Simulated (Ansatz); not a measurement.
```json
{"atom": "O", "x (Å)": "0.0000", "y (Å)": "0.0000", "z (Å)": "0.7447"}
{"atom": "F", "x (Å)": "0.0000", "y (Å)": "0.0000", "z (Å)": "-0.7447"}
```

Basis set: STO-3G (spherical functions). Correlated methods keep 2 orbitals frozen. Correlation on ROHF uses semicanonical orbitals with singles. Charge 0, multiplicity 2.

Computed with Ansatz (development build ahead of 0.2.0); the reference of a correlated method needn't be the lowest determinant of its kind.

Problem. Give the atomization energy at this shape (free ground-state atoms in the same class of orbitals less the molecule, no zero-point energy) of doublet OF by UHF-CCSD(T), ROHF-CCSD(T).

Solution.

```
      method  atomization energy
 UHF-CCSD(T)             1.90 eV
ROHF-CCSD(T)             1.87 eV
```

Caution: the reference determinant was not shown to be the lowest; the shape is not the minimum. Caution for UHF-CCSD(T): the unrestricted determinant is spin contaminated.

This basis has no polarisation functions and is too small for such energies, which can lie far from measured ones in either direction.
